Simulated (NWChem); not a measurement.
System: CaCl2; SMILES [Ca]([Cl])[Cl]

Here is an NWChem input.

```
start job
memory heap 200 mb stack 900 mb global 1100 mb
geometry units angstroms noautosym nocenter noautoz
  Ca     0.000000     0.000000     0.200089
  Cl     2.416625     0.000000    -0.170652
  Cl    -2.416625     0.000000    -0.170652
end
basis spherical
  * library def2-svpd
end
dft
  xc b3lyp
  iterations 150
end
property
  response 1 0.0
end
task dft property
```

Excerpt of the output:

```
             Northwest Computational Chemistry Package (NWChem) 7.3.0
             --------------------------------------------------------

                             Geometry "geometry" -> ""
                             -------------------------

 Output coordinates in angstroms (scale by  1.889725989 to convert to a.u.)

  No.       Tag          Charge          X              Y              Z
 ---- ---------------- ---------- -------------- -------------- --------------
    1 Ca                  20.0000     0.00000000     0.00000000     0.20008900
    2 Cl                  17.0000     2.41662500     0.00000000    -0.17065200
    3 Cl                  17.0000    -2.41662500     0.00000000    -0.17065200

 Effective nuclear repulsion energy (a.u.)     178.8218878962

                              NWChem Property Module
                              ----------------------

                                 NWChem DFT Module
                                 -----------------

 Summary of "ao basis" -> "ao basis" (spherical)
 ------------------------------------------------------------------------------
       Tag                 Description            Shells   Functions and Types
 ---------------- ------------------------------  ------  ---------------------
 Ca                        def2-svpd                11       27   5s4p2d
 Cl                        def2-svpd                11       27   5s4p2d

            General Information
            -------------------
          SCF calculation type: DFT
          Wavefunction type:  closed shell.
          No. of atoms     :     3
          No. of electrons :    54
           Alpha electrons :    27
            Beta electrons :    27
          Charge           :     0
          Spin multiplicity:     1
          Use of symmetry is: off; symmetry adaption is: off
          Maximum number of iterations: 150
          AO basis - number of functions:    81
                     number of shells:    33
          Convergence on energy requested:  1.00D-06
          Convergence on density requested:  1.00D-05
          Convergence on gradient requested:  5.00D-04

              XC Information
              --------------
                         B3LYP Method XC Potential
                     Hartree-Fock (Exact) Exchange  0.200
                        Slater Exchange Functional  0.800 local
                    Becke 1988 Exchange Functional  0.720 non-local
              Lee-Yang-Parr Correlation Functional  0.810
                  VWN I RPA Correlation Functional  0.190 local

             Grid Information
             ----------------
          Grid used for XC integration:  medium
          Radial quadrature: Mura-Knowles
          Angular quadrature: Lebedev.
          Tag              B.-S. Rad. Rad. Pts. Rad. Cut. Ang. Pts.
          ---              ---------- --------- --------- ---------
          Ca                  1.80      112          12.0       590
          Cl                  1.00       88          15.0       590
          Grid pruning is: on
          Number of quadrature shells:   288
          Spatial weights used:  Erf1

      Superposition of Atomic Density Guess
      -------------------------------------

 Sum of atomic energies:       -1595.32002839

      Non-variational initial energy
      ------------------------------

 Total energy =   -1595.468013
 1-e energy   =   -2551.864402
 2-e energy   =     777.574501
 HOMO         =      -0.467908
 LUMO         =      -0.111599

   convergence    iter        energy       DeltaE   RMS-Dens  Diis-err
 ---------------- ----- ----------------- --------- --------- ---------
 d= 0,ls=0.0,diis     1  -1597.7928213321 -1.78D+03  1.95D-02  4.18D-01
 d= 0,ls=0.0,diis     2  -1597.7677013852  2.51D-02  1.17D-02  5.56D-01
 d= 0,ls=0.0,diis     3  -1597.8556541068 -8.80D-02  1.40D-03  1.20D-02
 d= 0,ls=0.0,diis     4  -1597.8577648173 -2.11D-03  1.02D-04  7.84D-05
 d= 0,ls=0.0,diis     5  -1597.8577753808 -1.06D-05  4.58D-05  7.51D-06
  Resetting Diis
 d= 0,ls=0.0,diis     6  -1597.8577765499 -1.17D-06  1.23D-05  3.37D-07
 d= 0,ls=0.0,diis     7  -1597.8577766195 -6.97D-08  1.93D-06  8.46D-09

         Total DFT energy =    -1597.857776619535
      One electron energy =    -2556.544901580086
           Coulomb energy =      872.658299880524
    Exchange-Corr. energy =      -92.793062816196
 Nuclear repulsion energy =      178.821887896223

 Numeric. integr. density =       54.000000005495

                       DFT Final Molecular Orbital Analysis
                       ------------------------------------

 Vector   25  Occ=2.000000D+00  E=-3.013190D-01
              MO Center=  6.0D-07, -7.6D-11, -1.4D-01, r^2= 6.9D+00
   Bfn.  Coefficient  Atom+Function         Bfn.  Coefficient  Atom+Function
  ----- ------------  ---------------      ----- ------------  ---------------
    41      0.372096  2 Cl pz                68     -0.372096  3 Cl pz
    38      0.285009  2 Cl pz                65     -0.285009  3 Cl pz
    39     -0.212621  2 Cl px                66     -0.212622  3 Cl px
     9     -0.165343  1 Ca px                35      0.166127  2 Cl pz
    62     -0.166127  3 Cl pz                36     -0.154409  2 Cl px

[...]

 DFT Linear Response polarizability / au
 Frequency  =       0.0000000 / au
              X              Y              Z
 -----------------------------------------------
 X      74.4038092      0.0000000     -0.0000001
 Y       0.0000000     47.8773718      0.0000000
 Z      -0.0000001      0.0000000     48.1035229
 -----------------------------------------------
 Eigenvalues =      74.4038092     47.8773718     48.1035229
 Isotropic   =      56.7949013
 Anisotropic =      26.4140880
 -----------------------------------------------

 Magnetic Dipole Response Matrix (nonzero elements):

 Exiting AOResponse driver routine
```

Level: B3LYP/def2-SVPD. Geometry: optimised at PBE0/def2-SVP.
